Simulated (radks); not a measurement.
Numerical settings for the gallium ion Ga+, [Ar] 3d10 4s2. Calculated with a radial shooting solver on a logarithmic mesh with Libxc functionals: scalar-relativistic Kohn-Sham, r2SCAN, spin-unpolarised, spherical densities, finite nucleus; meta-GGA in the generalised Kohn-Sham scheme; Fermi nuclear charge, rms radius 3.9973 fm. The defaults (mesh step 0.008 in ln r, mesh end at 40 bohr or more with all orbitals vanishing there, Anderson mixing 0.5 over 9 steps, residual threshold near 1e-9 with the energy settled to 1e-9 hartree or 1e-11 of itself, here a cap of 62 iterations) give E = -1944.036 hartree and 4s at -16.614 eV in 15 iterations. Run on one thread of a shared host, so times are rough (Arm Neoverse N1): 0.12 s of CPU time, 0.12 s wall, 15 iterations on 2259 mesh points. Changes against that run (0 stands for a change within the tolerance of the run):

\begin{tabular}{lrrrrr}
setting & iterations & converged & E (mhartree) & e(4s) (meV) & CPU (s) \\ \hline
mesh step in ln r 0.08 & 62 & no & -1.18e+04 & - & 0.17 \\
mesh step in ln r 0.003 & 17 & yes & 0 & 0 & 0.33 \\
mesh step in ln r 0.005 & 14 & yes & 0 & +0.00386 & 0.18 \\
mesh end (bohr) 400 & 15 & yes & 0 & 0 & 0.13 \\
mesh end (bohr) 5 & 15 & yes & +18.5 & +574 & 0.11 \\
residual threshold 0.1 & 10 & yes & 0 & +2.12 & 0.09 \\
residual threshold 0.001 & 10 & yes & 0 & +2.12 & 0.09 \\
mixing 0.2 & 16 & yes & 0 & 0 & 0.13 \\
linear mixing, mixing 0.5 & 62 & no & 0 & 0 & 0.32 \\
linear mixing, mixing 0.2 & 62 & no & 0 & +0.0399 & 0.4 \\
mixing history 20 & 15 & yes & 0 & -0.00447 & 0.12 \\
iteration cap 5 & 5 & no & +14.1 & +642 & 0.04 \\
\end{tabular}

Settings that end as converged yet miss the energy by more than 1 mhartree: mesh end (bohr) 5 (+0.0185 hartree). A mesh that ends early acts as a hard wall.
